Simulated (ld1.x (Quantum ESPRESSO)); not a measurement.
Reading a pseudo-wave (Li)

Columns: radius, all-electron u(r) and pseudo u(r) of the 2p shell (level -1.09 eV) of lithium in the configuration 1s2 2s1 2p0; revPBE, scalar-relativistic, PAW scheme, ld1.x (Quantum ESPRESSO) 7.5.

| r (bohr) | all-electron | pseudo |
| --- | --- | --- |
| 0.220 | 0.0163 | 0.0052 |
| 0.440 | 0.0501 | 0.0205 |
| 0.660 | 0.0899 | 0.0451 |
| 0.880 | 0.1307 | 0.0774 |
| 1.100 | 0.1705 | 0.1157 |
| 1.320 | 0.2081 | 0.1579 |
| 1.540 | 0.2429 | 0.2018 |
| 1.760 | 0.2745 | 0.2453 |
| 1.980 | 0.3050 | 0.2864 |
| 2.200 | 0.3338 | 0.3236 |
| 2.420 | 0.3593 | 0.3557 |
| 2.640 | 0.3811 | 0.3822 |
| 2.860 | 0.3990 | 0.4027 |
| 3.080 | 0.4130 | 0.4175 |
| 3.300 | 0.4232 | 0.4272 |
| 3.520 | 0.4296 | 0.4324 |
| 3.740 | 0.4326 | 0.4340 |
| 3.960 | 0.4324 | 0.4329 |
| 4.180 | 0.4293 | 0.4294 |
| 4.400 | 0.4240 | 0.4240 |
| 4.620 | 0.4167 | 0.4167 |
| 4.840 | 0.4080 | 0.4080 |
| 5.060 | 0.3981 | 0.3981 |
| 5.280 | 0.3874 | 0.3874 |
| 5.500 | 0.3761 | 0.3761 |
| 5.720 | 0.3644 | 0.3644 |

Q: How many radial nodes do the two functions have?

A: The all-electron 2p function has n − l − 1 = 0; the pseudo-wave has 0.

Q: At about which radius was the pseudo-wave matched?

A: 4.40 bohr. The columns agree to 0.0005 from 4.18 bohr on; several derivatives are matched, so the curves merge somewhat inside the radius.

Q: Is the pseudo-wave norm-conserving?

A: No, it belongs to a PAW set: the norm inside the radius is not constrained, and the difference is carried by the augmentation charge.
